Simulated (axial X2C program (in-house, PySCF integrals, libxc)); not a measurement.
# Spin–orbit effects along a row: molecules with Br (ions), PBE0

Computed with an axial X2C code built on PySCF integrals, spin-free (one-electron X2C) or two-component (2c: spin–orbit coupling with atomic mean-field Coulomb and Gaunt terms, which also bring small scalar terms), in Dyall basis sets with cores contracted in-house; open shells are unrestricted.

Basis sets: Br dyall-acv3z, Cl dyall-av3z, Mg dyall-av3z, Na dyall-av3z, P dyall-av3z, S dyall-av3z, Si dyall-av3z.

```
molecule   spin-free state  Re (Å)  ωe (cm⁻¹)  De (eV)  2c state  Re 2c (Å)  ωe 2c (cm⁻¹)  De 2c (eV)
   NaBr⁻  M_S = 1/2, Λ = 0   2.660      214.0     1.15   Ω = 1/2      2.661         213.6        1.14
   MgBr⁻    M_S = 0, Λ = 0   2.581      222.7     1.04     Ω = 0      2.582         222.4        1.04
   SiBr⁻    M_S = 1, Λ = 0   2.420      289.9     1.92     Ω = 1      2.421         289.4        1.92
    PBr⁻  M_S = 1/2, Λ = 1   2.313      336.3     0.72   Ω = 3/2      2.312         336.9        0.74
    SBr⁻    M_S = 0, Λ = 0   2.243      382.4     1.75     Ω = 0      2.244         381.6        1.75
   BrCl⁻  M_S = 1/2, Λ = 0   2.742      188.8     1.45   Ω = 1/2      2.747         186.5        1.36
```

(1) Work out the shifts from the spin-free to the two-component result.

Fragments in 2c: Br- + Na, Br- + Mg, Br- + Si, Br- + P, Br- + S, Br + Cl-. Each entry is the lowest single determinant of a limited PBE0 search at one distance. De goes to single-determinant-based atoms at the same level (for ions the charge split of lowest energy) and is withheld (n/a) where an atom does not fit its ground term or J level. Main or longest-lived isotopes. One determinant is a doubtful description, or other states lie close, for SiBr⁻; these need not be ground states, and all values refer to the states named. Some open-shell Ω = 0 determinants are out of reach, so the Ω given for SiBr⁻ need not be the lowest component. With several unpaired electrons the Ω given is that of one determinant, not necessarily of the lowest component. Some light 2c atoms are not at their ground J level, so De misses part of their lowering (0.04 eV or less). The functionals have no current term, which raises determinants with orbital currents. Where the atoms have a lower orbital projection than the molecule, De at mean-field level may be about a tenth of an eV too small.

Answers

(1) 

```
molecule  2c state  ΔRe (Å)  Δωe (cm⁻¹)  ΔDe (eV)
   NaBr⁻   Ω = 1/2    0.001        -0.4     -0.01
   MgBr⁻     Ω = 0    0.001        -0.3      0.00
   SiBr⁻     Ω = 1    0.001        -0.5      0.00
    PBr⁻   Ω = 3/2   -0.001         0.6      0.02
    SBr⁻     Ω = 0    0.001        -0.8      0.00
   BrCl⁻   Ω = 1/2    0.005        -2.3     -0.09
```

Shifts of one unit in the last digit are rounding.
